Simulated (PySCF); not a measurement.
NMR data simulated for an unnamed compound:

$^{1}$H NMR (400 MHz, computed): δ 5.92 (s, 2H), 5.91 (s, 1H), 4.25 (br s, 1H), 3.87 (s, 6H).

$^{13}$C{$^{1}$H} NMR (computed): δ 168.7 (C), 165.2 (C), 95.8 (CH), 94.9 (CH), 56.0 (CH3).

[PySCF: coordinates at the GFN2-xTB level; GIAO PBE0/pcSseg-1 shieldings; a single conformation; isolated molecule; relativity neglected; averaged over atoms made equivalent by symmetry, fast rotation or ring inversion]

δ = σ(ref) − σ, references computed at the same level: $^{1}$H (σref 31.72) and $^{13}$C (σref 186.93) against TMS.

Which of these does the molecule contain: a CH3CH2 unit, an OH group, a benzene ring, a Si–CH3 group, a nitrile, a methoxy group?

Answers


- A CH3CH2 unit: no.
- An OH group: yes (δH 4.25 (br s)).
- A benzene ring: yes.
- A Si–CH3 group: no.
- A nitrile: no.
- A methoxy group: yes (δC 56.0; δH 3.87 (s)).

The data belong to 3,5-dimethoxyphenol, C8H10O3; they needn't prove each group on their own.

Carbon signals by region: 2 in the far downfield region (above 160 ppm), 3 at 50–100 ppm. Above 160 ppm: 168.7, aromatic carbon bearing oxygen, 165.2, aromatic carbon bearing oxygen.

The OH or NH signal is concentration- and solvent-dependent in practice; the value given is the gas-phase one. Shifts are as computed. Against solution values, carbons near 30 ppm lie about +3 ppm off and those near 130 ppm about +5 ppm. Of 1211 compounds with measured shifts, 218 miss one by over three times the rms of a fit or turn the order of signals round; such compounds aren't used in these exercises. No couplings were computed; multiplicities are counted from neighbouring protons, with m where these are inequivalent, close in shift, in a saturated or five-membered ring or joined by F or P, and br s for small geminal =CH2 splittings.
